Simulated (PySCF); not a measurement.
Q: Write a Z-matrix for `C[N](CC(F)=C(F)F)[GeH3]` as optimised with PBE0-D3(BJ)/def2-SVP.

A: 
Z-matrix in Å and degrees, rows numbered from 1:
```
C 
N   1  1.4426
Ge  2  1.8462  1  118.25
C   2  1.4432  1  114.47  3  -149.06
C   4  1.4940  2  114.20  1    71.94
F   5  1.3407  4  114.90  2    68.98
C   5  1.3320  4  126.68  2  -106.88
F   7  1.3140  5  122.93  4    -3.48
F   7  1.3081  5  125.03  4   177.38
H   1  1.1012  2  110.24  3   -37.69
H   1  1.1054  2  110.35  3  -155.84
H   1  1.1100  2  114.20  3    83.38
H   3  1.5461  2  113.39  1   -61.90
H   3  1.5364  2  106.09  1   176.98
H   3  1.5398  2  106.46  1    57.66
H   4  1.1041  2  109.84  1   -50.50
H   4  1.1038  2  109.39  1  -167.51
```

The C–C distances run from 1.332 Å (C5=C7, drawn double) to 1.494 Å (C4–C5, drawn single), a spread of 0.162 Å. Ge3 (germanium bonded to N and 3 H) is distorted tetrahedral (angles from 106.1° to 113.4°). N2 (nitrogen bonded to 2 C and Ge) has angles 119.4°, 118.3° and 114.5°, sum 352.2°, 0.25 Å off the plane of its three neighbours. Of the pairs four or more bonds apart, F8···H16 is among the closest relative to their van der Waals radii: 2.55 Å, 96 % of the sum of Bondi's values.

Computed with PBE0-D3(BJ)/def2-SVP geometry optimisation, gas phase (PySCF).

Point group: C1 (no symmetry element, even within 0.4 Å). Whether it is a minimum is left open (no frequencies). One conformer, not necessarily the lowest (C1–N2–C4–C5 72°, N2–C4–C5–F6 69°).

Cost: about 4 min of CPU time on one thread; the machine was shared, so the figure is rough. That covers the optimisation of the geometry.
